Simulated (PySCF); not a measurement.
Electronic structure of In⁺ (indium, charge +1) at the LDA level

Configuration: [Kr] 4d10 5s2, closed-shell 1S. Calculation: PySCF 2.14, in cc-pVTZ-PP with ECP28MDF (5s4p3d1f, 39 functions); scalar relativity through the core potential.

```
Total energy                : -189.5859 hartree
One-electron energy         : -328.8427 hartree
Hartree (Coulomb) energy    : 155.3769 hartree
Exchange-correlation energy : -16.1201 hartree
⟨S²⟩                        : 0.0000
⟨L²⟩                        : 0.000
Sum of ⟨r⟩                  : 24.25 bohr
Sum of ⟨r²⟩                 : 38.12 bohr²
Time after the integrals    : 0.17 s of wall time on 1 thread of Neoverse-V1 (shared host)
```

```csv
shell,electrons,mean orbital energy (eV),"rms radius, mean of both spins (bohr)"
4s,2,-129.05,0.909
4p,6,-86.664,0.994
4d,10,-26.018,1.30
5s,2,-15.372,2.62
```

Energies and moments cover only the electrons outside the core potential.
